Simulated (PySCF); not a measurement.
Several orderings of computed values.

Each SMILES stands for a single optimised conformer of the isolated species, non-relativistic unless stated. Electronic properties by PySCF.

Dipoles, sizes and rotational constants follow the conformer. The torsions of the flexible species, by atom-mapped SMILES:
- `[H]/[C:1]=[CH:2]\[CH2:3][C:4](=[N:5]/[H])/[CH:6]=[N:7]\[CH3:8]`: C1–C2–C3–C4 111°, C2–C3–C4–N5 92°, C3–C4–C6–N7 -125°
- `[CH3:1][C:2]([CH3:3])/[N:4]=[CH:5]\[CH2:6][C:7]#[N:8]`: C1–C2–N4–C5 162°, N4–C5–C6–C7 101°
- `[NH2:1][C:2]1[CH:3]=[CH:4][CH:5]=[C:6]([NH2:7])[CH2:8]1`: H–N1–C2–C3 -152°, H–N1–C2–C3 -18°, H–N7–C6–C5 -18°, H–N7–C6–C5 -152°
- `[F:1][CH2:2][O:3][CH2:4][CH:5][C:6]([F:7])([F:8])[F:9]`: F1–C2–O3–C4 66°, C2–O3–C4–C5 178°, O3–C4–C5–C6 -173°, C4–C5–C6–F7 -60°
- `[CH3:1]/[N:2]=[CH:3]\[C+:4]1[CH:5][CH:6]=[CH:7][O:8]1`: N2–C3–C4–C5 -173°
- `[NH2:1][C:2]1=[CH:3][C@@H:4]([NH2:5])[CH:6][CH:7]=[CH:8]1`: H–N1–C2–C3 157°, H–N1–C2–C3 22°, H–N5–C4–C3 63°, H–N5–C4–C3 -54°
- `[H]/[N:5]=[C:4]([CH:3][CH:2]=[CH2:1])/[CH:6]=[N:7]\[CH3:8]`: C1–C2–C3–C4 180°, C2–C3–C4–N5 -176°, C3–C4–C6–N7 -95°
- `[CH3:1][C-:2]1[CH:3][CH:4]=[C:5]([SH:6])[S:7]1`: H–S6–C5–C4 139°

Question: Rank by isotropic g value, highest first (unrestricted B3LYP/pcH-1, mean-field spin–orbit at GFN2-xTB geometries).
A. `N[C]1C=CC=C(N)C1` [radical]
B. `C[C](C)/N=C\CC#N` [radical]
C. `FCOC[CH]C(F)(F)F` [radical]
D. `C/N=C\[C+]1[CH]C=CO1` [radical]
E. `[H]/[C]=C\CC(/C=N\C)=N/[H]` [radical]

Answer: D (2.00444), A (2.00274), C (2.00251), B (2.00234), E (2.00221).

By how much do the two ends of that ranking differ?

By 0.00223, between `C/N=C\[C+]1[CH]C=CO1` [charge +1 and doublet state] and `[H]/[C]=C\CC(/C=N\C)=N/[H]` [doublet state].

Question: Rank by smallest rotational constant, highest first (GFN2-xTB).
A. `[H]/N=C([CH]C=C)/C=N\C` [radical]
B. `C[C](C)/N=C\CC#N` [radical]
C. `SC1S[C-]([CH]C=1)C` [radical]
D. `[C-]#CC=C`
E. `NC1=C[C@@H](N)[CH]C=C1` [radical]
F. `N[C]1C=CC=C(N)C1` [radical]

Answer: D (4.585 GHz), E (1.294 GHz), F (1.202 GHz), A (1.101 GHz), B (1.021 GHz), C (0.953 GHz).
